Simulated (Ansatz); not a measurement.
Frontier orbitals of BrFH3NOSi, SMILES `N[Si](O)(F)Br`.

Cartesian coordinates in Å:
```
N 1.111 -0.089 0.501
Si -0.452 -0.214 -0.132
O -0.877 1.127 -0.938
F -0.429 -1.499 -1.064
Br -2.075 -0.528 1.324
H 1.336 0.660 1.137
H 1.618 -0.929 0.731
H -0.231 1.473 -1.558
```

The species carries charge 0 and has multiplicity 1. Correlated methods include outer-core shells of Br, which these sets cover unevenly. Scalar relativity is left out up to krypton. Geometry: relaxed with PBE0-D4/def2-TZVP. It is one conformer, not always the lowest. Basis def2-TZVPP, the Gaussian-basis code of Ansatz.

```json
{"functional": "PBE", "HOMO (eV)": "-6.65", "LUMO (eV)": "-0.61", "gap (eV)": "6.04"}
{"functional": "BLYP", "HOMO (eV)": "-6.51", "LUMO (eV)": "-0.63", "gap (eV)": "5.88"}
{"functional": "PBE0", "HOMO (eV)": "-8.07", "LUMO (eV)": "0.29", "gap (eV)": "8.36"}
{"functional": "ωB97M-V", "HOMO (eV)": "-10.36", "LUMO (eV)": "1.80", "gap (eV)": "12.16"}
```

From PBE to PBE0 the HOMO moves by −1.42 eV and the LUMO by +0.90 eV, and with ωB97M-V by −3.71 and +2.40 eV, so the gap grows from 6.04 to 12.15 eV with exact exchange. A positive LUMO is unbound and depends on the basis.
